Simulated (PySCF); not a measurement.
## Basis-set dependence of population analyses: `C=COCO[SiH3]`

C3H8O2Si.
Geometry (PBE0-D3(BJ)/def2-SVP, Å), atoms numbered from 1 in this order:
```
atom  x, y, z in Å
C1    -2.3565   -0.7035    0.1730
C2    -1.5479    0.2911   -0.1854
O3    -0.6265    0.8216    0.6579
C4     0.2952    1.7042    0.0876
O5     1.2417    1.0551   -0.6856
Si6    2.1374   -0.2483   -0.1126
H7    -3.1022   -1.0759   -0.5292
H8    -2.2912   -1.1511    1.1668
H9    -1.5852    0.7497   -1.1822
H10    0.7579    2.2287    0.9417
H11   -0.2195    2.4363   -0.5606
H12    1.3367   -1.5055   -0.0955
H13    2.6318    0.0504    1.2668
H14    3.2778   -0.3886   -1.0568
```

PBE0 throughout (PySCF), one geometry, spherical d and f functions. The structure is a single PBE0-D3(BJ)/def2-SVP conformer in the gas phase; no vibrational or solvent corrections. The first 7 of 11 kinds of atom are listed.

Mulliken charges (e):

| basis | functions | C1 | C2 | O3 | C4 | O5 | Si6 | H7 |
| --- | --- | --- | --- | --- | --- | --- | --- | --- |
| STO-3G | 42 | -0.210 | +0.010 | -0.202 | +0.056 | -0.365 | +0.651 | +0.081 |
| 6-31G | 74 | -0.396 | +0.149 | -0.519 | +0.141 | -0.714 | +0.800 | +0.163 |
| pcSseg-0 | 74 | -0.455 | +0.083 | -0.663 | +0.231 | -0.847 | +0.754 | +0.221 |
| 6-31G* | 104 | -0.459 | +0.150 | -0.456 | +0.141 | -0.584 | +0.573 | +0.176 |
| cc-pVDZ | 128 | -0.091 | +0.060 | -0.268 | +0.276 | -0.436 | +0.419 | +0.049 |
| def2-SVP | 128 | -0.125 | +0.097 | -0.344 | +0.367 | -0.509 | +0.543 | +0.055 |
| aug-cc-pVDZ | 214 | +0.407 | +1.222 | -0.599 | +1.238 | -0.834 | -0.311 | -0.333 |
| 6-311+G(2d,p) | 218 | -0.418 | +0.139 | -0.245 | +0.007 | -0.568 | +0.625 | +0.120 |
| def2-TZVP | 240 | -0.315 | +0.017 | -0.237 | +0.088 | -0.358 | +0.296 | +0.136 |
| cc-pVTZ | 296 | -0.319 | +0.052 | -0.210 | +0.152 | -0.332 | +0.279 | +0.124 |
| IGLO-III | 299 | -0.289 | +0.127 | -0.256 | -0.024 | -0.486 | +0.935 | +0.107 |

IAO charges (e):

```
        basis  functions      C1      C2      O3      C4      O5     Si6      H7
       STO-3G         42  -0.331  -0.031  -0.192  -0.008  -0.457  +0.760  +0.136
        6-31G         74  -0.372  +0.028  -0.328  +0.089  -0.590  +0.672  +0.162
     pcSseg-0         74  -0.366  +0.035  -0.328  +0.109  -0.589  +0.670  +0.156
       6-31G*        104  -0.374  +0.060  -0.339  +0.141  -0.627  +0.814  +0.156
      cc-pVDZ        128  -0.382  +0.059  -0.334  +0.141  -0.623  +0.802  +0.157
     def2-SVP        128  -0.370  +0.060  -0.335  +0.144  -0.623  +0.821  +0.153
  aug-cc-pVDZ        214  -0.393  +0.058  -0.345  +0.138  -0.635  +0.806  +0.164
6-311+G(2d,p)        218  -0.392  +0.058  -0.346  +0.137  -0.644  +0.840  +0.164
    def2-TZVP        240  -0.392  +0.061  -0.346  +0.142  -0.646  +0.851  +0.163
      cc-pVTZ        296  -0.393  +0.061  -0.344  +0.141  -0.641  +0.836  +0.163
     IGLO-III        299  -0.394  +0.059  -0.347  +0.139  -0.646  +0.849  +0.164
```

Which scheme is steadiest as the basis changes?

Largest range over the bases for any column: IAO 0.19 e, Mulliken 1.26 e. IAO charges move least and Mulliken charges most, counted in e. Without the minimal STO-3G basis the ranges are IAO 0.18, Mulliken 1.26 e.

How much do the charges still move between the two largest bases, cc-pVTZ and IGLO-III?

At most, over all atoms: Mulliken 0.656 e, IAO 0.013 e.

What do the same runs give for the total energy, the frontier levels and the dipole moment?

```tsv
basis	energy (Eh)	HOMO (eV)	LUMO (eV)	μ (D)
STO-3G	-551.7808	-3.97	4.22	0.88
6-31G	-558.4708	-6.66	0.68	0.21
pcSseg-0	-557.6432	-6.90	0.73	0.45
6-31G*	-558.6008	-6.57	0.73	0.52
cc-pVDZ	-558.6365	-6.69	0.78	0.60
def2-SVP	-558.3375	-6.80	0.74	0.59
aug-cc-pVDZ	-558.6586	-6.87	-0.06	0.57
6-311+G(2d,p)	-558.7211	-6.89	0.04	0.56
def2-TZVP	-558.7489	-6.88	0.31	0.60
cc-pVTZ	-558.7401	-6.84	0.45	0.62
IGLO-III	-558.7532	-6.89	0.33	0.59
```

The dipole is fixed by the density alone, so its range of 0.67 D shows that the density itself changes with the basis, not only its division among atoms.
